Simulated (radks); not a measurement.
Problem. The mean radii <r> (bohr) of the occupied orbitals of an atom or ion are listed with their occupations. Method: Dirac Kohn-Sham, BLYP, spin-unpolarised, spherical densities, point nucleus; computed with a radial shooting solver on a logarithmic mesh with Libxc functionals.

orbital  occ.      <r>
1s1/2       2  0.01658
2s1/2       2  0.06923
2p1/2       2  0.05692
2p3/2       4  0.06559
3s1/2       2   0.1801
3p1/2       2   0.1704
3p3/2       4   0.1863
3d3/2       4   0.1621
3d5/2       6   0.1669
4s1/2       2   0.3990
4p1/2       2   0.4011
4p3/2       4   0.4353
4d3/2       4   0.4424
4d5/2       6   0.4536
5s1/2       2   0.8975
4f5/2       6   0.4787
4f7/2       8   0.4854
5p1/2       2   0.9628
5p3/2       4    1.053
5d3/2     3.2    1.320
5d5/2     4.8    1.360

Name the element and its charge. Open shells, if any, are shared by 2j + 1.

Solution. Z = 80, mercury, charge +4: Hg4+ in [Xe] 4f14 5d8. The 1s radius gives Z: for a bare nucleus <r> = (2 gamma + 1)/(2Z) with gamma = sqrt(1 - (Z/c)^2), 0.0164 bohr for Z = 80, and screening makes it slightly larger (0.01658 here). The occupations add up to 76, and the charge is Z minus that.
